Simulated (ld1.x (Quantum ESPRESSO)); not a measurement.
**vanadium (V): excitation energies, all-electron against PAW**

| Item | Value |
| --- | --- |
| Element | V |
| Generator | ld1.x (Quantum ESPRESSO) 7.5 |
| Type | PAW |
| Functional | PBE |
| Relativity | scalar-relativistic |
| Frozen core | [Ar] |
| Valence charge | 5 |
| Reference configuration | 3d3 4s2 4p0 |
| Partial waves | 4s (bound): rcut 2.40, rcutus 2.85 bohr; 4s channel at 3.5 Ry: rcut 2.40, rcutus 2.85 bohr; 4p (bound, empty): rcut 2.35, rcutus 2.80 bohr; 4p channel at 0.35 Ry: rcut 2.35, rcutus 2.80 bohr; 3d (bound): rcut 1.20, rcutus 1.60 bohr; 3d channel at 0.7 Ry: rcut 1.20, rcutus 1.60 bohr |
| Local potential | all-electron potential smoothed inside 1.70 bohr (lloc = -1) |
| Core correction | Bessel-smoothed model core inside 0.75 bohr |
| Augmentation charge | PSQ, inside the norm-conserving radii |

Energies are relative to the spin-unpolarised reference configuration 3d3 4s2 4p0; without spin polarisation the order of configurations can differ from experiment. Not all tests gave a result: 2 of 7 tests not solved or not reliable. Left out of the table: 3d3 4s1 4p0 (pseudo-atom not self-consistent, printed error -2.2 eV); 3d2 4s2 4p1 (solver errors, printed error -13.8 eV). The frozen-core shift is the all-electron ΔE with the core orbitals held at their reference shape minus the fully relaxed ΔE.

Task: Give the all-electron excitation energy and the error of the potential for: 3d3 4s0 4p0; 3d2 4s0 4p0; 3d4 4s0 4p0; 3d1 4s0 4p0; 3d4 4s1 4p0.

Result:

| valence configuration | charge | ΔE all-electron (eV) | error AE − PS (meV) | frozen-core shift (meV) |
| --- | --- | --- | --- | --- |
| 3d3 4s0 4p0 | +2 | 22.031 | -12 | +11 |
| 3d2 4s0 4p0 | +3 | 50.928 | -517 | +516 |
| 3d4 4s0 4p0 | +1 | 7.197 | -138 | +138 |
| 3d1 4s0 4p0 | +4 | 96.802 | -2668 | +2661 |
| 3d4 4s1 4p0 | 0 | 0.586 | -68 | +87 |

Levels in the configuration 3d1 4s0 4p0:

| level | all-electron (eV) | pseudo (eV) |
| --- | --- | --- |
| 3d | -55.184 | -58.490 |
